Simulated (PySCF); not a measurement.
H3O, SMILES [OH3+], charge +1. Atoms are numbered in the order given.

```xyz
4

O      0.0000     0.0000     0.0757
H      0.8132     0.4695    -0.2018
H      0.0000    -0.9390    -0.2018
H     -0.8132     0.4695    -0.2018
```
Charge +1, spin multiplicity 1.

Coordinates come from a PBE0-D3(BJ)/def2-TZVPD optimisation. The isomer is the one that the SMILES or the coordinates give; other isomers of the formula were not compared.

The numbers are results of HF/def2-TZVPD run with PySCF, not measurements.

Gas-phase values at a fixed geometry.

```yaml
total_energy: -76.33947 hartree
point_group: C3v
highest_occupied_level: -25.95 eV
lowest_empty_level: -4.50 eV
orbital_gap: 21.45 eV
dipole_moment_about_the_centre_of_nuclear_charge: 1.50 D
mean_static_polarisability: 6.2 bohr³ (0.91 Å³)
polarisability_principal_values: 5.2, 6.6, 6.6 bohr³
```
